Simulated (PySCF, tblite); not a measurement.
C6H12O2P (charge -1).
Atom-mapped SMILES: `[CH3:1][CH2:2][CH2:3][P@@:4](=[O:5])([O-:6])[CH:7]1[CH2:8][CH2:9]1` (hydrogens: H10, H11, H12 on C1; H13, H14 on C2; H15, H16 on C3; H17 on C7; H18, H19 on C8; H20, H21 on C9)

Structure optimised with GFN2-xTB, isolated species.

(1) Give the optimised bond lengths and angles.

Answers

(1) 
```csv
bond,length (Å),order
C1–C2,1.525,single
C2–C3,1.515,single
C3–P4,1.877,single
P4=O5,1.490,double
P4–O6,1.491,single
P4–C7,1.855,single
C7–C8,1.494,single
C8–C9,1.493,single
C7–C9,1.492,single
"C1–H10, C1–H11, C1–H12",1.090,single
C2–H13,1.093,single
C2–H14,1.093,single
C3–H15,1.092,single
C3–H16,1.092,single
C7–H17,1.085,single
C8–H18,1.081,single
C8–H19,1.084,single
C9–H20,1.084,single
C9–H21,1.080,single
```

Bonds in one row agree within 0.01 Å and their mean is given. Orders are formal, as drawn. A selection of angles:
```csv
angle,degrees
C1–C2–C3,113.5
C2–C3–P4,105.9
C3–P4–O5,109.3
C3–P4–O6,109.4
C3–P4–C7,98.2
O5–P4–O6,119.0
O5–P4–C7,109.4
O6–P4–C7,109.5
P4–C7–C8,114.7
P4–C7–C9,117.2
C8–C7–C9,60.0
C7–C8–C9,59.9
C7–C9–C8,60.0
```

Torsions: C1–C2–C3–P4 -179° (antiperiplanar); C2–C3–P4–O5 -66° (synclinal); C3–P4–C7–C8 154° (antiperiplanar); P4–C7–C8–C9 -108° (anticlinal); P4–C7–C9–C8 104° (anticlinal).

Of the pairs four or more bonds apart, O5···H21 is among the closest relative to their van der Waals radii: 2.67 Å, 98 % of the sum of Bondi's values. P4 (phosphoryl phosphorus) is distorted tetrahedral (angles from 98.2° to 119.0°). All internal angles of the 3-membered ring C7–C8–C9 are 60.0°. The C–C distances run from 1.492 Å (C7–C9, drawn single) to 1.525 Å (C1–C2, drawn single), a spread of 0.033 Å. The C–P distances run from 1.855 Å (P4–C7, drawn single) to 1.877 Å (C3–P4, drawn single), a spread of 0.022 Å.

Point group: C1 (no symmetry element, even within 0.4 Å). Its GFN2-xTB frequencies are all real (lowest 37 cm⁻¹). 3 starts were optimised and ended at 0.00, 0.43 and 0.47 kcal/mol (GFN2-xTB); the lowest of these is shown.

One conformer stands for the species.

All values are computed, not measured.
